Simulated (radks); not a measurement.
The numbers below are computed, except where a source is named.
Excited configurations of the arsenic ion As+: one electron is placed in a higher orbital outside [Ar] 3d10 4s2 4p1. The ground configuration is [Ar] 3d10 4s2 4p2. Code: a radial shooting solver on a logarithmic mesh with Libxc functionals. Model: scalar-relativistic Kohn-Sham, PBE, spin-polarised, spherical densities, finite nucleus; open shells are filled with parallel spins first; Fermi nuclear charge, rms radius 4.0968 fm. Excitation = E - E(ground); binding = E(ion) - E, where the ion is the core of charge +2; n* = 2/sqrt(2 binding) in atomic units, and the quantum defect is n - n*.

| outer orbital | excitation (eV) | binding (eV) | n* | quantum defect | eigenvalue (eV) | <r> (bohr) |
|---|---|---|---|---|---|---|
| 4d | 10.936 | 7.636 | 2.670 | 1.330 | -5.104 | 4.043 |
| 5p | 11.674 | 6.898 | 2.809 | 2.191 | -5.381 | 5.811 |
| 6s | 13.780 | 4.792 | 3.370 | 2.630 | -3.836 | 9.020 |
| 6p | 14.637 | 3.936 | 3.719 | 2.281 | -3.118 | 10.58 |
| 6f | 16.777 | 1.795 | 5.506 | 0.494 | -1.418 | 21.33 |
| 7s | 15.608 | 2.964 | 4.285 | 2.715 | -2.417 | 14.60 |
| 7p | 16.026 | 2.546 | 4.624 | 2.376 | -2.065 | 16.63 |
| 7f | 17.232 | 1.340 | 6.372 | 0.628 | -1.086 | 29.86 |

Estimate the row for 5d.

Answer. excitation (eV) 14.296; binding (eV) 4.276; n* 3.568; quantum defect 1.432; eigenvalue (eV) -3.283; <r> (bohr) 8.661. The Delta-SCF ionisation energy is 18.572 eV (NIST Atomic Spectra Database: 18.589 eV, measured). Self-interaction in the functional shifts the binding energies and quantum defects, so they are the method's values and not measured ones. Open shells are spherical and high-spin; term and fine-structure splittings are not resolved.
